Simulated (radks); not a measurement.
Excited configurations of Ir I: one electron is placed in a higher orbital outside [Xe] 4f14 5d7 6s1. The ground configuration is [Xe] 4f14 5d7 6s2. Calculated with a radial shooting solver on a logarithmic mesh with Libxc functionals: scalar-relativistic Kohn-Sham, PBE, spin-polarised, spherical densities, finite nucleus; open shells are filled with parallel spins first (spin-orbit coupling, left out, can overturn this in heavy ions); Fermi nuclear charge, rms radius 5.4032 fm. Excitation = E - E(ground); binding = E(ion) - E, where the ion is the core of charge +1; n* = 1/sqrt(2 binding) in atomic units, and the quantum defect is n - n*.

| outer orbital | excitation (eV) | binding (eV) | quantum defect | <r> (bohr) |
|---|---|---|---|---|
| 5f | 8.058 | 0.969 | 1.253 | 16.58 |
| 6p | 4.001 | 5.026 | 4.355 | 4.110 |
| 6d | 7.327 | 1.700 | 3.171 | 9.827 |
| 6f | 8.348 | 0.679 | 1.523 | 27.96 |
| 7s | 6.231 | 2.796 | 4.794 | 7.946 |
| 7f | 8.529 | 0.497 | 1.769 | 41.82 |

The Delta-SCF ionisation energy is 9.027 eV (NIST Atomic Spectra Database: 8.967 eV, measured). Self-interaction in the functional shifts the binding energies and quantum defects, so they are the method's values and not measured ones. Open shells are spherical and high-spin; term and fine-structure splittings are not resolved. Spin-orbit splitting is averaged out at the scalar-relativistic level.
